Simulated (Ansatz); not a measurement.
`C[N]=[W](=[O])([Cl])[Cl]`. Total charge 0; spin multiplicity 1. W takes the def2 core potential.

Cartesian coordinates in Å:
```
C 0.6951 1.1730 -0.8490
N -0.0287 0.0413 -0.3993
W -0.6267 -1.0645 0.7970
O -0.0429 -0.5335 2.2992
Cl 0.2402 -3.1118 0.3218
Cl -2.8961 -0.9290 0.7721
H 1.1792 1.6958 -0.0172
H 0.0190 1.8666 -1.3583
H 1.4609 0.8620 -1.5662
```

(1) List the harmonic frequencies (cm⁻¹, unscaled) at PBE0-D4/def2-TZVP in Ansatz. (Best estimate.)

(2) Is this a minimum?

(3) Give the ideal-gas thermochemistry at 298.15 K and 1 bar (rigid rotor, harmonic oscillator; point group Cs, symmetry number 1).

(4) And at 400, 500, 600, 800 and 1000 K?

Results:

(1) Computed: 96, 100, 102, 108, 177, 217, 338, 369, 423, 425, 663, 1028, 1103, 1111, 1367, 1435, 1466, 1466, 3022, 3096, 3102.

(2) Yes, all 21 modes are real.

(3) Zero-point energy 126.9 kJ/mol; H(298) − E = 151.5 kJ/mol; entropy 398.2 J/(mol·K), of which translation 180.0, rotation 123.1, vibration 95.2; G(298) − E = 32.7 kJ/mol. Modes under 100 cm⁻¹ are hindered rotations or soft bends, so the harmonic entropy is rough.

(4) 
| T (K) | H − E (kJ/mol) | S (J/mol/K) | G − E (kJ/mol) |
| --- | --- | --- | --- |
| 400 | 163.9 | 434.1 | -9.7 |
| 500 | 177.4 | 464.1 | -54.6 |
| 600 | 191.9 | 490.5 | -102.4 |
| 800 | 223.2 | 535.5 | -205.1 |
| 1000 | 256.9 | 573.0 | -316.1 |
